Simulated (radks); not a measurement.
Neutral palladium inside a hard spherical wall (all orbitals vanish at R), configuration held at [Kr] 4d10 and not refilled when levels cross. Calculated with a radial shooting solver on a logarithmic mesh with Libxc functionals: scalar-relativistic Kohn-Sham, LDA (Slater exchange, VWN5 correlation), spin-polarised, spherical densities, finite nucleus; Fermi nuclear charge, rms radius 4.5318 fm. Eigenvalues in eV for spin up, with the zero of energy where the potential of the charges vanishes at infinity; a dash marks a level that is unbound or too diffuse for the functional's potential to be trusted. A positive occupied level is held by the wall or, in an anion where self-interaction has pushed it up, behind a barrier. The pressure on the wall is -dE/dV.

[
 {"R (bohr)": "free", "E (hartree)": "-5041.05530", "kinetic (hartree)": "5227.135", "e(3d)": "-325.95", "e(4s)": "-85.433", "e(4p)": "-51.363", "e(4d)": "-4.310", "e(5s, empty)": "-3.609", "e(5p, empty)": "-0.354", "pressure (GPa)": "0"},
 {"R (bohr)": "10", "E (hartree)": "-5041.05521", "kinetic (hartree)": "5227.136", "e(3d)": "-325.93", "e(4s)": "-85.420", "e(4p)": "-51.351", "e(4d)": "-4.299", "e(5s, empty)": "-3.590", "e(5p, empty)": "-0.081", "pressure (GPa)": "0.00255"},
 {"R (bohr)": "6", "E (hartree)": "-5041.04257", "kinetic (hartree)": "5227.218", "e(3d)": "-325.24", "e(4s)": "-84.759", "e(4p)": "-50.703", "e(4d)": "-3.714", "e(5s, empty)": "-2.653", "e(5p, empty)": "2.198", "pressure (GPa)": "1.08"},
 {"R (bohr)": "5", "E (hartree)": "-5041.00675", "kinetic (hartree)": "5227.413", "e(3d)": "-324.04", "e(4s)": "-83.638", "e(4p)": "-49.615", "e(4d)": "-2.720", "e(5s, empty)": "-1.031", "e(5p, empty)": "4.899", "pressure (GPa)": "6.28"},
 {"R (bohr)": "3.5", "E (hartree)": "-5040.60556", "kinetic (hartree)": "5229.198", "e(3d)": "-316.77", "e(4s)": "-77.282", "e(4p)": "-43.532", "e(4d)": "3.196", "e(5s, empty)": "9.745", "e(5p, empty)": "19.777", "pressure (GPa)": "140"},
 {"R (bohr)": "3", "E (hartree)": "-5040.00089", "kinetic (hartree)": "5231.680", "e(3d)": "-309.72", "e(4s)": "-71.590", "e(4p)": "-38.103", "e(4d)": "8.982", "e(5s, empty)": "21.699", "e(5p, empty)": "34.877", "pressure (GPa)": "492"},
 {"R (bohr)": "2.5", "E (hartree)": "-5038.29508", "kinetic (hartree)": "5238.560", "e(3d)": "-295.59", "e(4s)": "-61.030", "e(4p)": "-27.791", "e(4d)": "20.809", "e(5s, empty)": "48.596", "e(5p, empty)": "66.899", "pressure (GPa)": "2150"},
 {"R (bohr)": "2", "E (hartree)": "-5032.44524", "kinetic (hartree)": "5261.340", "e(3d)": "-263.40", "e(4s)": "-38.252", "e(4p)": "-4.183", "e(4d)": "49.020", "e(5s, empty)": "117.98", "e(5p, empty)": "144.15", "pressure (GPa)": "12600"}
]
